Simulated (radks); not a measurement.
Q: The mean radii <r> (bohr) of the occupied orbitals of an atom or ion are listed with their occupations. Calculated with a radial shooting solver on a logarithmic mesh with Libxc functionals: scalar-relativistic Kohn-Sham, PBE, spin-polarised, spherical densities, point nucleus.

orbital  occ.      <r>
1s up       1  0.04550
1s down     1  0.04550
2s up       1   0.2027
2s down     1   0.2027
2p up       3   0.1772
2p down     3   0.1772
3s up       1   0.5981
3s down     1   0.5976
3p up       3   0.6166
3p down     3   0.6156
3d up       5   0.6700
3d down     5   0.6657
4s up       1    1.691
5s up       1    3.674

Name the element and its charge. Open shells, if any, are filled with parallel spins first.

A: Z = 33, arsenic, charge +3: As3+ in [Ar] 3d10 4s1 5s1. The 1s radius gives Z: for a bare nucleus <r> = (2 gamma + 1)/(2Z) with gamma = sqrt(1 - (Z/c)^2), 0.04456 bohr for Z = 33, and screening makes it slightly larger (0.04550 here). The occupations add up to 30, and the charge is Z minus that.
